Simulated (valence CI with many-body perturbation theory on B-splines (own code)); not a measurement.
**Al VIII: electric-dipole lines**

Computed by relativistic CI+MBPT: four valence electrons over a frozen Dirac-Fock core [He], a basis of 11 s, 11 p, 10 d, 8 f, 5 g, 2 h functions for each j, with the one-electron correlation potential Σ1, the two-electron term Σ2, the three-electron term Σ3, Breit, model QED; selected CI, second order for the rest, scaled by the run's own slope (own B-spline code, finite nucleus).

No measured spectrum was set against this ion. As an estimate, levels hold to about 100 cm⁻¹ or 0.05 % of their energy and the worst to 300 or 400 cm⁻¹, as in measured light ions of charge 2 to 7. Among the levels kept, up to 1500 cm⁻¹ of a level comes from second order outside the variational space, and about a tenth of that is noise between levels of different J, which matters for small intervals.

Lines 151 to 200 of 590 in falling wavelength, among levels below 1879800 cm⁻¹, chosen from the strongest by gf and those to the six lowest levels. Wavelengths and rates use the calculated energies, so an error of 200 cm⁻¹ moves a line at 1192 Å by 0.24 % and its rate by three times that or more. Electric multipoles are in the length gauge, E1 and E2 with the static RPA response of the core. Weak lines are less certain than strong ones. Lines between different terms over intervals too small for the method are left out, as are lines whose strength nearly cancels. Where a level lies close to another of its J and parity, the split of strength between their lines is uncertain. The highest levels of a list are the least certain.

Names give the largest LS component (configuration and term), which can be under half, so a name can repeat, a term be missing and a line seem to break the LS rules; names also repeat where a configuration has a term twice. Letters in brackets count levels of one name in rising energy.

```csv
λ vac (Å),Upper,Lower,A (s⁻¹),S (a.u.)
1192,2s2 2p 3p 3P_1,2s2 2p 3s 3P°_2,4.06e+08,1.02e+00
1192,2s 2p2 3p 3D°_2 [b],2s 2p2 3s 3D_2,4.34e+08,1.82e+00
1191,2s 2p2 3d 5P_2,2s 2p2 3p 5P°_3,1.68e+08,7.02e-01
1189,2s 2p2 3p 3D°_3 [b],2s 2p2 3s 3D_3,5.74e+08,3.33e+00
1177,2s 2p2 3d 1F_3 [a],2s 2p2 3p 3F°_2,1.13e+08,6.34e-01
1176,2s2 2p 3d 3F°_2,2s2 2p 3p 1P_1,2.88e+08,1.16e+00
1171,2s2 2p 3p 3P_2,2s2 2p 3s 3P°_2,5.36e+08,2.13e+00
1163,2s 2p2 3d 5P_1,2s 2p2 3p 5P°_2,2.63e+08,6.13e-01
1157,2s2 2p 4s 1P°_1,2s 2p2 3s 1P_1,4.18e+08,9.59e-01
1151,2s 2p2 3d 3D_2 [a],2s 2p2 3p 3P°_2 [a],1.92e+08,7.21e-01
1146,2s 2p2 3d 3D_1 [a],2s 2p2 3p 3P°_1 [a],2.91e+08,6.48e-01
1143,2s 2p2 3d 3D_3 [a],2s 2p2 3p 3P°_2 [a],6.10e+08,3.15e+00
1140,2s 2p2 3d 3D_2 [a],2s 2p2 3p 3P°_1 [a],4.42e+08,1.61e+00
1139,2s 2p2 3d 3D_1 [a],2s 2p2 3p 3P°_0 [a],3.36e+08,7.35e-01
1133,2s 2p2 3d 1D_2 [a],2s 2p2 3p 1P°_1 [a],3.17e+08,1.14e+00
1132,2s2 2p 3d 1D°_2,2s2 2p 3p 1P_1,1.94e+08,6.95e-01
1126,2s2 2p 3d 3P°_2,2s2 2p 3p 3S_1,3.83e+08,1.35e+00
1121,2s 2p2 3p 1D°_2 [b],2s 2p2 3s 1P_1,8.11e+08,2.82e+00
1114,2s2 2p 3d 3P°_1,2s2 2p 3p 3S_1,3.20e+08,6.55e-01
1104,2s2 2p 4f 1F_3,2s 2p2 3p 1D°_2 [b],2.10e+08,9.76e-01
1087,2s2 2p 3d 3D°_3,2s2 2p 3p 3D_3,1.98e+08,8.80e-01
1085,2s 2p2 3d 1P_1 [a],2s 2p2 3p 1P°_1 [a],6.51e+08,1.23e+00
1060,2s2 2p 3p 1D_2,2s2 2p 3s 1P°_1,9.97e+08,2.93e+00
1046,2s 2p2 3p 3P°_2 [b],2s 2p2 3s 3D_2,1.90e+08,5.36e-01
1046,2s 2p2 3p 3P°_2 [b],2s 2p2 3s 3D_3,8.30e+08,2.34e+00
1045,2s 2p2 3p 3P°_1 [b],2s 2p2 3s 3D_2,7.42e+08,1.25e+00
1045,2s 2p2 3p 3P°_0 [b],2s 2p2 3s 3D_1,1.03e+09,5.82e-01
1007,2s 2p2 3d 3D_3 [a],2s 2p2 3p 3D°_3 [a],2.85e+08,1.01e+00
994.7,2s 2p2 3d 3D_2 [a],2s 2p2 3p 3D°_2 [a],2.01e+08,4.89e-01
989.8,2s 2p2 3p 5S°_2,2s 2p2 3s 5P_3,6.73e+08,1.61e+00
975.4,2s 2p2 3d 3P_2 [a],2s 2p2 3p 3S°_1 [a],6.05e+08,1.39e+00
974.9,2s 2p2 3d 1D_2 [a],2s 2p2 3p 1D°_2 [a],3.75e+08,8.57e-01
968.7,2s 2p2 3p 5S°_2,2s 2p2 3s 5P_2,4.43e+08,9.94e-01
960.2,2s 2p2 3d 3P_1 [a],2s 2p2 3p 3S°_1 [a],6.11e+08,8.01e-01
953.6,2s 2p2 3p 5S°_2,2s 2p2 3s 5P_1,2.52e+08,5.40e-01
936.7,2s 2p2 3d 1S_0,2s 2p2 3p 1P°_1 [a],1.28e+09,5.20e-01
875.2,2s2 2p 4f 3F_3,2s 2p2 3p 3D°_2 [c],2.48e+08,5.74e-01
874.3,2s2 2p 4f 3F_4,2s 2p2 3p 3D°_3 [c],2.67e+08,7.92e-01
870.9,2s2 2p 4f 3F_2,2s 2p2 3p 3D°_1 [c],2.66e+08,4.34e-01
860.8,2s 2p2 3d 1D_2 [c],2s 2p2 3p 1P°_1 [b],3.85e+08,6.06e-01
856.1,2s 2p2 3p 1P°_1 [c],2s 2p2 3s 1P_1,8.18e+08,7.60e-01
843.8,2s2 2p 3p 1S_0,2s2 2p 3s 1P°_1,2.10e+09,6.23e-01
790.1,2s2 2p 3d 1P°_1,2s2 2p 3p 1P_1,7.72e+08,5.64e-01
636.0,2s 2p2 3p 3D°_3 [a],2s2 2p 3p 3P_2,5.19e+08,4.61e-01
615.1,2s 2p2 3p 3D°_3 [b],2s 2p2 3s 3P_2 [a],4.26e+08,3.42e-01
559.0,2p3 3s 3D°_3,2s 2p2 3s 3P_2 [b],1.82e+09,1.10e+00
552.6,2p3 3s 3D°_2,2s 2p2 3s 3P_1 [b],1.43e+09,5.96e-01
540.7,2p3 3s 1D°_2,2s 2p2 3s 1P_1,1.01e+09,3.93e-01
493.7,2p4 1D_2,2s 2p3 1P°_1,9.10e+08,2.70e-01
490.8,2p4 3P_2,2s 2p3 3S°_1,1.92e+09,5.59e-01
```
